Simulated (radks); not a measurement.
Results of a calculation; reference values are marked as such.
Q: Level of theory: scalar-relativistic Kohn-Sham, LDA (Slater exchange, VWN5 correlation), spin-polarised, spherical densities, finite nucleus; Fermi nuclear charge, rms radius of each element as measured or else 0.836 A^(1/3) + 0.57 fm (a radial shooting solver on a logarithmic mesh with Libxc functionals). Response by self-consistent Sternheimer equations with the Hartree and adiabatic LDA kernel, the relativistic mass of each level held fixed and spin-orbit coupling left out. Rank Cl7+, Ar8+, Ne, Mg2+, S6+, Si4+, P5+, Al3+ (NIST ground configurations) by static dipole polarisability, largest first.

A: Ne 3.055, Mg2+ 0.5134, Al3+ 0.2831, Si4+ 0.1713, P5+ 0.1105, S6+ 0.07490, Cl7+ 0.05270, Ar8+ 0.03823 bohr^3.
